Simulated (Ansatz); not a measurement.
Coupled-cluster run, CH₄BClFN, SMILES `NB(Cl)CF`.

```yaml
crystal:
  periodic: [false, false, false]
  atoms:
    - {symbol: N, position_ang: [0.843886, 0.852984, -0.839025]}
    - {symbol: B, position_ang: [0.528660, -0.168831, 0.045357]}
    - {symbol: Cl, position_ang: [1.830089, -1.152720, 0.719783]}
    - {symbol: C, position_ang: [-0.967100, -0.422813, 0.493591]}
    - {symbol: F, position_ang: [-1.188524, -1.704254, 0.965181]}
    - {symbol: H, position_ang: [0.148976, 1.433077, -1.276988]}
    - {symbol: H, position_ang: [1.791013, 1.078532, -1.090799]}
    - {symbol: H, position_ang: [-1.668789, -0.242470, -0.330219]}
    - {symbol: H, position_ang: [-1.229809, 0.280096, 1.296117]}
basis:
  gaussian: {orbitals: def2-SVP}
correlation: {method: ccsd_t}
```

```sh
$ ansatz run in.yaml --threads 2 --pin off --events-out ev --progress --plain --max-ram 4352MiB
```

Log, shortened:

```
Functional definition: HF
927 factors; integrals over basis functions are off by at most 1.1e-3 eV
mean field evaluation 1: about -18447.8856 eV, gradient 3.3e1 eV
mean field evaluation 2: about -18447.9937 eV, gradient 3.3e1 eV
mean field evaluation 4: about -18450.5620 eV, gradient 3.2e0 eV
mean field evaluation 8: about -18450.5982 eV, gradient 1.6e-1 eV
mean field -18450.59832951 eV, -678.0469823449 hartree, gradient 2.8e-6 eV, S^2 0.000000; 0 other end points of the search recorded, 0 dependent functions left out
9 core orbitals not correlated: weight in the atoms' cores, before any rotation towards them, 1.000 or more for the frozen orbitals, at most 0.000 for the correlated occupied ones
reference -18450.59832951 eV, -678.0469823449 hartree; 15, 15 occupied and 70, 70 virtual orbitals, 927 factors
second order -19.15811702 eV of doubles, -0.00000000 eV of singles
cycle   1  -19.82233754 eV  change   -6.6e-1 eV  update   8.9e-2
cycle   2  -20.23693548 eV  change   -4.1e-1 eV  update   2.5e-2
cycle   3  -20.33578880 eV  change   -9.9e-2 eV  update   1.3e-2
cycle   4  -20.33133376 eV  change    4.5e-3 eV  update   3.5e-3
cycle   5  -20.32988988 eV  change    1.4e-3 eV  update   1.4e-3
cycle   6  -20.32995588 eV  change   -6.6e-5 eV  update   4.9e-4
cycle   7  -20.32975599 eV  change    2.0e-4 eV  update   1.5e-4
cycle   8  -20.32972831 eV  change    2.8e-5 eV  update   5.4e-5
cycle   9  -20.32974624 eV  change   -1.8e-5 eV  update   2.1e-5
perturbative correction -0.48553767 eV, -0.0178431801 hartree
Total energy: -18471.41361342 eV, -678.8119299195 hartree
```

Run time 6 s (2 threads of an Arm Neoverse V1 on a shared host); peak host memory 0.36 GiB.

Correlation energy per correlated electron: -0.694 eV. T1 diagnostic: 0.0114.
